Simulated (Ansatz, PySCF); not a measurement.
C6H10, SMILES C(=C=C)(CC)C.

Coordinates come from a TPSSh-D3(BJ)/def2-SVP optimisation. The values are those of a single conformer.

Vertical ionisation energy (IE) and electron affinity (EA) in eV. Rows of orbital energies are one-electron estimates. Where ΔSCF, EOM or ADC give a negative EA the extra electron is unbound and the value depends on the basis.

```
level                                                                  IE     EA
-------------------------------------------------------------------  ----  -----
−ε(HOMO), −ε(LUMO), PBE0/def2-TZVP (PySCF)                           6.85  -0.52
−ε(HOMO), −ε(LUMO), PBE/def2-TZVP (PySCF)                            5.73   0.51
ΔSCF, PBE0/def2-SVPD (Ansatz), final states of multiplicity 2 and 2  8.81  -1.72
ΔSCF, PBE/def2-SVPD (Ansatz), final states of multiplicity 2 and 2   8.72  -1.49
```

### Question
What vertical singlet–triplet gap does ΔSCF give with PBE0/def2-SVPD (Ansatz, a program for electronic structure) and with PBE/def2-SVPD (Ansatz)? (The exact figures need the calculation; the answer reports its results.)

### Answer
4.39 and 4.46 eV (triplet above singlet where positive).
